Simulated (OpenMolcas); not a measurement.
**Lines of In: computed and rescaled rates**

```yaml
Program: OpenMolcas
Method: "SS-CASPT2, IPEA 0.25 Eh, imaginary shift 0.1 Eh (closed shells correlated: 4d)"
Basis: ANO-RCC [10s9p8d5f3g]
Scalar_Hamiltonian: DKH2, point nucleus
Active_space: 3 electrons in 8 orbitals (5s 5p 6s 6p)
State_averaging: 2S+1 = 4 odd, 1 root (0 in the spin-orbit step); 2S+1 = 2 odd, 3 roots; 2S+1 = 4 even, 3 roots; 2S+1 = 2 even, 5 roots (0 in the spin-orbit step)
Spin-orbit_coupling: state interaction with AMFI integrals over the reference wave functions, term energies averaged over their components
```

Rates come from the transition moments of the reference wave functions (E1 and E2 in the length form). At fixed line strength A goes as λ^-3 for E1 and M1 and as λ^-5 for E2, so a rate at the computed wavelength can be rescaled to the measured one. Measured vacuum wavelengths follow from level energies in NIST Handbook of Basic Atomic Spectroscopic Data. Branching counts decays inside the model space alone, at computed energies, and the table is only a selection of the M1 lines, drawn from those between levels with measured partners whose computed energy lies within a factor of 1.5 of the measured one.

| Upper | Lower | Type | λ computed (nm) | λ measured (nm) | A computed (s-1) | A rescaled (s-1) | Branching % |
| --- | --- | --- | --- | --- | --- | --- | --- |
| 5s² 5p ²P°_3/2 | 5s² 5p ²P°_1/2 | M1 | 5906 | 4520 | 4.39e-02 | 9.79e-02 | 99.8 |
| 5s 5p² ⁴P_5/2 | 5s 5p² ⁴P_3/2 | M1 | 7897 | 6988 | 3.30e-02 | 4.76e-02 | 99.7 |
| 5s 5p² ⁴P_3/2 | 5s 5p² ⁴P_1/2 | M1 | 13160 | 9586 | 9.91e-03 | 2.56e-02 | 100.0 |

The largest correction is for 5s 5p² ⁴P_3/2 → 5s 5p² ⁴P_1/2 (M1): 9.91e-03 × (13160 / 9586)^3 = 2.56e-02 s-1, a factor of 2.59.

No measured rate stands beside these. Rescaling mends the energy factor alone: line strengths can still be far off where a level mixes with configurations outside the active space, and weak or spin-changing lines hang on small mixing coefficients that depend on the term gaps too, so rescaling need not improve them.

Some high roots are left out of the spin-orbit mixing, which shifts the levels that they would mix with. Active for correlation alone: 6p 6s; no level in the range computed is led by a configuration that fills them, so any true level of that kind is missing. Terms of s pⁿ other than that of highest spin mix with s² pⁿ⁻² d, which this space lacks; all of them can be thousands of cm-1 off, and some have no real level of that name. Measured partners are found by configuration, term and J. A level has none where our copy of the source lacks it or the pairing is in doubt (some pairs that miss far off the trend of their configuration count as doubtful). Levels of configurations outside the active space are missing.

° marks odd parity.
